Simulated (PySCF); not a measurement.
# [IO2]+: adding exact exchange

Base calculation in PySCF with density fitting and no spin–orbit coupling, PBE/def2-TZVP (scalar-relativistic core potentials): singlet, C2v, I–O 1.782 Å (×2); O–I–O 110.8°; wavenumbers 280, 838, 875 cm⁻¹; dipole moment about the centre of mass 2.71 D, gap between the highest occupied and lowest empty levels 1.85 eV, polar-tensor charge of I 1.34 e.

Question: What changes on going to PBE0/def2-TZVP (scalar-relativistic core potentials)?

Answer: The point group stays the same. Changes: mean bond to I -0.039 Å, smallest bond angle -0.7 degrees, highest wavenumber +94 cm⁻¹, lowest wavenumber +29 cm⁻¹, dipole moment about the centre of mass +0.33 D, gap between the highest occupied and lowest empty levels +2.44 eV, polar-tensor charge of I +0.10 e. The new structure has I–O 1.743 Å (×2); O–I–O 110.1°, with wavenumbers 309, 932, 969 cm⁻¹. Exact exchange shortens and stiffens the bonds and opens the gap, the usual pattern.

Only the bonding shown was studied: isomers, or loss of a ligand pair, can lie lower.
